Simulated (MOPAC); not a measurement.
Input file for MOPAC: PM7 on H2INTe (SMILES N[Te]I), a point of a torsion scan.

```
PM7 1SCF PRECISE CHARGE=0 THREADS=1
H2INTe

N     -1.02872662 1     0.14158343 1    -0.09615132 1
Te     0.70422270 1     1.20733994 1    -0.06255334 1
I      2.46288171 1    -0.67707634 1    -0.84040355 1
H     -1.02158621 1    -0.59102653 1    -0.79233963 1
H     -1.20708774 1    -0.31660251 1     0.78979669 1
```

The log:

```
*******************************************************************************
 **                                                                           **
 **                              MOPAC v23.2.5                                **
 **                                                                           **
 *******************************************************************************
 ** MOPAC's Digital Object Identifier: https://doi.org/10.5281/zenodo.6511958 **
 **                                                                           **
 ** Please cite the open-source release paper for use of this MOPAC version:  **
 ** J. E. Moussa and J. J. P. Stewart (2026)                                  **
 ** MOPAC: An open-source semiempirical molecular orbital program             **
 ** J. Open Source Softw., 11(119), 8025, https://doi.org/10.21105/joss.08025 **
 *******************************************************************************

                              PM7 CALCULATION RESULTS

 *******************************************************************************
 *  PM7        - The PM7 Hamiltonian to be used
 *
 *
 *
 *                 CHARGE ON SYSTEM = 0
 *
 *
 *
 *  PRECISE    - TIGHTER CRITERIA TO BE USED
 *  1SCF       - DO 1 SCF AND THEN STOP
 *  THREADS=1  - MULTI-THREADING NOT USED
 *  T=         - A TIME OF 172800.0 SECONDS REQUESTED
 *  DUMP=N     - RESTART FILE WRITTEN EVERY 7200.0 SECONDS REQUESTED
 *******************************************************************************
PM7 1SCF PRECISE CHARGE=0 THREADS=1
 H2INTe

   ATOM   CHEMICAL          X               Y               Z
  NUMBER   SYMBOL      (ANGSTROMS)     (ANGSTROMS)     (ANGSTROMS)

     1       N         -1.02872662  *   0.14158343  *  -0.09615132  *
     2      Te          0.70422270  *   1.20733994  *  -0.06255334  *
     3       I          2.46288171  *  -0.67707634  *  -0.84040355  *
     4       H         -1.02158621  *  -0.59102653  *  -0.79233963  *
     5       H         -1.20708774  *  -0.31660251  *   0.78979669  *



          CARTESIAN COORDINATES

    NO.       ATOM           X           Y           Z

     1         N         -1.0287      0.1416     -0.0962
     2        Te          0.7042      1.2073     -0.0626
     3         I          2.4629     -0.6771     -0.8404
     4         H         -1.0216     -0.5910     -0.7923
     5         H         -1.2071     -0.3166      0.7898

 General Reference for PM7:
 "Optimization of Parameters for Semiempirical Methods VI: More Modifications to the
 NDDO Approximations and Re-optimization of Parameters", J. J. P. Stewart, J. Mol. Mod., 1:32, 19 (2013)
 https://link.springer.com/article/10.1007/s00894-012-1667-x

           Empirical Formula: H2 N Te I  =     5 atoms



      MOLECULAR POINT GROUP   :   C1


      RHF CALCULATION, NO. OF DOUBLY OCCUPIED LEVELS = 10


 -------------------------------------------------------------------------------
 PM7 1SCF PRECISE CHARGE=0 THREADS=1
 H2INTe



     1SCF WAS SPECIFIED, SO BFGS WAS NOT USED
     SCF FIELD WAS ACHIEVED


                              PM7 CALCULATION
                                                       MOPAC v23.2.5 Linux




          FINAL HEAT OF FORMATION =         24.20137 KCAL/MOL =     101.25852 KJ/MOL


          COSMO AREA              =        123.76 SQUARE ANGSTROMS
          COSMO VOLUME            =        116.01 CUBIC ANGSTROMS

          IONIZATION POTENTIAL    =          8.315740 EV
          HOMO LUMO ENERGIES (EV) =         -8.316 -0.712
          NO. OF FILLED LEVELS    =         10
          MOLECULAR WEIGHT        =        270.5270         POINT GROUP:  C1

          MOLECULAR DIMENSIONS (Angstroms)

            Atom       Atom       Distance
            H     5    I     3     4.03189
            H     4   Te     2     2.34560
           Te     2    I     3     0.99651


          SCF CALCULATIONS        =          1





   ATOM   CHEMICAL          X               Y               Z
  NUMBER   SYMBOL      (ANGSTROMS)     (ANGSTROMS)     (ANGSTROMS)

     1       N         -1.02872662  *   0.14158343  *  -0.09615132  *
     2      Te          0.70422270  *   1.20733994  *  -0.06255334  *
     3       I          2.46288171  *  -0.67707634  *  -0.84040355  *
     4       H         -1.02158621  *  -0.59102653  *  -0.79233963  *
     5       H         -1.20708774  *  -0.31660251  *   0.78979669  *

                             CARTESIAN COORDINATES

   1    N       -1.028726620     0.141583430    -0.096151320
   2   Te        0.704222700     1.207339940    -0.062553340
   3    I        2.462881710    -0.677076340    -0.840403550
   4    H       -1.021586210    -0.591026530    -0.792339630
   5    H       -1.207087740    -0.316602510     0.789796690


           Empirical Formula: H2 N Te I  =     5 atoms



      MOLECULAR POINT GROUP   :   C1


                  EIGENVALUES
 -48.18410 -32.93065 -21.96560 -16.90007 -14.55706 -11.35684 -10.42874  -9.85702
  -9.63463  -8.31574  -0.71151   0.70933   5.19766   5.92577 123.90827 123.95372
 124.50929 124.51325 124.74388


              NET ATOMIC CHARGES AND DIPOLE CONTRIBUTIONS

  ATOM NO.   TYPE          CHARGE      No. of ELECS.   s-Pop       p-Pop       d-Pop
    1          N          -0.751443        5.7514     1.71078     4.04066
    2         Te           0.438957        5.5610     1.93651     3.62453
    3          I          -0.216694        7.2167     1.97402     5.22884     0.01384
    4          H           0.266149        0.7339     0.73385
    5          H           0.263031        0.7370     0.73697
 DIPOLE           X         Y         Z       TOTAL
 POINT-CHG.    -0.197     1.584     1.075     1.924
 HYBRID        -0.057    -1.691     0.056     1.693
 SUM           -0.254    -0.107     1.131     1.164


          ATOMIC ORBITAL ELECTRON POPULATIONS

     Atom    s        px        py        pz      x^2-y^2     xz        z^2       yz        xy
    1  N   1.71078   1.36696   1.42565   1.24804
    2 Te   1.93651   0.70040   1.01381   1.91033
    3  I   1.97402   1.66724   1.62593   1.93566   0.00058   0.00159   0.00196   0.00184   0.00786
    4  H   0.73385
    5  H   0.73697

 **********************
 *                    *
 * JOB ENDED NORMALLY *
 *                    *
 **********************




 == MOPAC DONE ==
```

The run finished.

Cost: very roughly 0.010 core-seconds.
